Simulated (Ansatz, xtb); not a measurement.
Relaxing a trial structure of FHPTe−

The starting geometry of this gas-phase singlet has its atoms placed at random.

```
atom    x (Å)    y (Å)    z (Å)
   F   0.6486   1.1758   0.7234
   P  -0.0338  -0.2656  -0.2553
  Te  -1.2300   1.0793   0.9518
   H  -0.0202   1.7180  -0.0010
```

One run relaxed it with r2SCAN-D4/def2-SVPD. What is a likely outcome?

It ends as `F[P-][TeH]`. Distances that change by over a tenth: F1–H4 (1.13 → 4.08 Å), P2–Te3 (2.17 → 2.43 Å). Contacts that open: F1–Te3 (1.89 → 3.29 Å). Contacts that close: F1–P2 (1.87 → 1.74 Å).

The energy falls by 7.96 eV over 17 steps:

```json
{"step": "1", "E − E(last) (eV)": "7.955"}
{"step": "3", "E − E(last) (eV)": "2.551"}
{"step": "5", "E − E(last) (eV)": "1.603"}
{"step": "6", "E − E(last) (eV)": "1.347"}
{"step": "8", "E − E(last) (eV)": "0.931"}
{"step": "10", "E − E(last) (eV)": "0.515"}
{"step": "12", "E − E(last) (eV)": "0.246"}
{"step": "13", "E − E(last) (eV)": "0.091"}
{"step": "15", "E − E(last) (eV)": "0.001"}
{"step": "17", "E − E(last) (eV)": "0.000"}
```

Final geometry (Å):

```xyz
4

F     1.5737    0.3645   -0.7045
P     0.3291   -0.3670    0.2600
Te   -1.4250    1.3107    0.2709
H    -1.1132    2.3992    1.5924
```

From the same start GFN2-xTB reaches the same bonding as this run.

From so rough a start the end depends on the optimiser's path, so another program may land elsewhere. The end wasn't checked by frequencies. Atoms past krypton carry core potentials, without spin–orbit terms. Run with Ansatz 0.2.0, 33 s on 2 threads of Arm Neoverse V2 (shared host).
